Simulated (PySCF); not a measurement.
What builds the second ionisation energy along group 15

All values are computed (PySCF 2.14, energy differences of UHF-based or UKS calculations, no spin-orbit coupling). Each column adds one step, in eV (sums use unrounded values): valence MP2, valence CCSD, valence triples, then the next inner shell at CCSD(T) (N 1s, P 2s 2p, As 3s 3p 3d, Sb 4s 4p 4d, Bi 5s 5p 5d). References (NIST) marked * lie between the lowest fine-structure levels; the others compare directly ((s) semi-empirical, (t) theoretical).

```tsv
element	UHF	+ MP2	+ CCSD	+ (T)	+ inner shell	sum	reference
N [He] 2s2 2p2 → [He] 2s2 2p1 (x2c-TZVPPall, spin-free X2C)	29.203	0.408	-0.154	0.015	0.019	29.491	29.601 (s) *
P [Ne] 3s2 3p2 → [Ne] 3s2 3p1 (x2c-TZVPPall, spin-free X2C)	19.150	0.445	0.040	0.035	-0.003	19.667	19.769 (s) *
As [Ar] 3d10 4s2 4p2 → [Ar] 3d10 4s2 4p1 (x2c-TZVPPall, spin-free X2C)	17.939	0.374	0.035	0.024	0.075	18.447	18.589 *
Sb [Kr] 4d10 5s2 5p2 → [Kr] 4d10 5s2 5p1 (x2c-TZVPPall, spin-free X2C)	16.010	0.299	0.033	0.020	0.108	16.471	16.626 ± 0.025 *
Bi [Xe] 4f14 5d10 6s2 6p2 → [Xe] 4f14 5d10 6s2 6p1 (x2c-TZVPPall, spin-free X2C)	15.354	0.260	0.037	0.014	0.100	15.765	16.703 *
```

What remains against the references is mostly basis incompleteness and, for starred values, spin-orbit coupling.

These are valence bases, so the inner-shell step is incomplete.
